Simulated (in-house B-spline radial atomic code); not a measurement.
Values are calculated unless marked as measured or tabulated.
Ghost states of the separable form: In

In, [Kr] 4d10 5s2 5p1, non-relativistic LDA (VWN5), spherical and spin-unpolarised, from a B-spline radial code for spherical atoms (atomic units; all potentials screened as in the neutral atom).

Troullier-Martins channels: 5s (ε = -0.2905, r_c = 1.825 bohr), 5p (ε = -0.1018, r_c = 2.449 bohr), 4d (ε = -0.7305, r_c = 0.82 bohr). In the Kleinman-Bylander form one channel serves as the local potential, and each other channel l becomes |δV u><u δV|/<u|δV|u>, with δV = V_l − V_local and u the pseudo-orbital. Its strength is E_KB = <u|δV²|u>/<u|δV|u>. By the analysis of Gonze, Stumpf and Scheffler a spurious state lies below the reference level ε if E_KB > 0 and ε is above the second level of the local potential alone, or if E_KB < 0 and ε is above its first. The table's levels are those of angular momentum l in a sphere of 9 bohr, whose wall can lift a shallow ε a little above its free-atom value.

```json
{"local": "p", "channel": "s", "<u δV u>": "-0.029786", "<u δV² u>": "0.064491", "ε": "-0.2904", "first local level": "-0.2695", "second local level": "0.0571"}
{"local": "p", "channel": "d", "<u δV u>": "-5.2671", "<u δV² u>": "48.819", "ε": "-0.7305", "first local level": "0.0726", "second local level": "0.3033"}
{"local": "s", "channel": "p", "<u δV u>": "0.014083", "<u δV² u>": "0.023286", "ε": "-0.0993", "first local level": "-0.1182", "second local level": "0.1315"}
{"local": "s", "channel": "d", "<u δV u>": "-5.5385", "<u δV² u>": "50.364", "ε": "-0.7305", "first local level": "0.0685", "second local level": "0.2917"}
{"local": "d", "channel": "p", "<u δV u>": "0.11754", "<u δV² u>": "0.38461", "ε": "-0.0993", "first local level": "-6.1062", "second local level": "-0.5950"}
{"local": "d", "channel": "s", "<u δV u>": "0.3792", "<u δV² u>": "2.7151", "ε": "-0.2904", "first local level": "-17.0049", "second local level": "-3.2980"}
```

**Question.** Apply the rule to each row.

**Answer.** Local p, channel s: E_KB = -2.17, so ε = -0.2904 is set against -0.2695: no ghost. Local p, channel d: E_KB = -9.27, so ε = -0.7305 is set against 0.0726: no ghost. Local s, channel p: E_KB = +1.65, so ε = -0.0993 is set against 0.1315: no ghost. Local s, channel d: E_KB = -9.09, so ε = -0.7305 is set against 0.0685: no ghost. Local d, channel p: E_KB = +3.27, so ε = -0.0993 is set against -0.5950: a ghost. Local d, channel s: E_KB = +7.16, so ε = -0.2904 is set against -3.2980: a ghost.

Diagonalising the separable Hamiltonian gives:

| local | channel | three lowest levels | all-electron, two lowest valence levels |
| --- | --- | --- | --- |
| p | s | -0.2904, 0.0548, 0.3812 | -0.2904, 0.0565 |
| p | d | -0.7305, 0.0894, 0.3543 | -0.7305, 0.0856 |
| s | p | -0.0993, 0.1424, 0.5052 | -0.0993, 0.1426 |
| s | d | -0.7305, 0.0878, 0.3480 | -0.7305, 0.0856 |
| d | p | -4.4941, -0.0993, 0.1421 | -0.0993, 0.1426 |
| d | s | -13.8468, -0.2904, 0.0516 | -0.2904, 0.0565 |

**Question.** Which choices of local channel are safe?

**Answer.** Free of ghosts: s, p. With d local the p channel has a ghost 4.39 hartree below ε, since the local potential binds more than one state below ε, and a repulsive term of rank one raises each level at most to the next, so it clears only one of them. With d local the s channel has a ghost 13.56 hartree below ε, since the local potential binds more than one state below ε, and a repulsive term of rank one raises each level at most to the next, so it clears only one of them. Among the safe choices the second level, which tests transfer, is off by at most 2.2 millihartree (s local), 3.8 millihartree (p local).
